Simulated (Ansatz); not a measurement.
`[O]=[Mo]([F])([F])([F])[Cl]`. Charge 0, multiplicity 1. Correlated methods include outer-core shells of Mo, which these sets cover unevenly. Mo: def2 effective core potential.

| atom | x (Å) | y (Å) | z (Å) |
| --- | --- | --- | --- |
| O1 | -1.108 | 0.988 | 0.845 |
| Mo2 | -0.004 | 0.073 | 0.052 |
| F3 | 0.111 | 0.878 | -1.595 |
| F4 | 1.658 | 0.802 | 0.334 |
| F5 | 0.510 | -1.160 | 1.313 |
| Cl6 | -1.168 | -1.582 | -0.948 |

**Question.** Give the diagnostics of a CCSD(T)/def2-TZVPP run (frozen core, the Gaussian-basis code of Ansatz). (An estimate is asked.)

**Answer.** Ansatz gave: T1 = 0.0237, largest single amplitude 0.067, largest double 0.054, (T) share of the correlation energy 5.1 %, 14 CCSD cycles. The RHF solution is stable towards an unrestricted one. T1 lies over the customary mark of 0.02 for closed shells; compounds of d metals often pass it without a breakdown.
